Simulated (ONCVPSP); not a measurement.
**Si (Z = 14): ONCV pseudisation with LDA (Perdew-Wang 92), scalar-relativistic reference atom.**

ONCVPSP 4.0.1 input, shortened (lines: element, Z, core and valence counts, functional; n l f; lmax; l rc ep ncon nbas qcut; lloc lpopt rc5 dvloc0; l nproj debl; icmod fcfact rcfact), LDA (Perdew-Wang 92), scalar-relativistic:

```
  Si 14.00    3    2  -001012      upf
    1    0    2.00
    2    0    2.00
    2    1    6.00
    3    0    1.75
    3    1    2.25
    1
    0    1.90    0.00    4    7    3.70
    1    1.85    0.00    3    7    5.40
    4    5    1.40    1.00
    0    2    3.20
    1    2    0.40
    3    2.50    1.20
```

Does the generator finish with these settings?

Yes, a potential is produced and its reference levels are reproduced.

Estimate the cutoffs (Ha) at which the residual kinetic energy of the hardest occupied pseudo-wave falls to 1 and 0.1 mHa per electron.

7.6 Ha and 28 Ha. The cutoffs count occupied waves only; projector 2 of the s channel, the hardest unoccupied one, needs 29 Ha at the loose tolerance.

What does a ghost test show?

No bound ghost flagged; GHOST(+) flagged for s at 152.5 eV.

Which valence shell sets the plane-wave cutoff?

3s: 8 Ha for 1 mHa per electron, against 4 Ha for 3p.

Tests: 3s2 3p2; 3s2 3p1; 3s2 3p0; 3s0 3p4. Which has the largest error in its energy relative to the reference configuration, and how large is it?

3s2 3p0, with +25 meV (all-electron minus pseudo) on +22.25 eV.
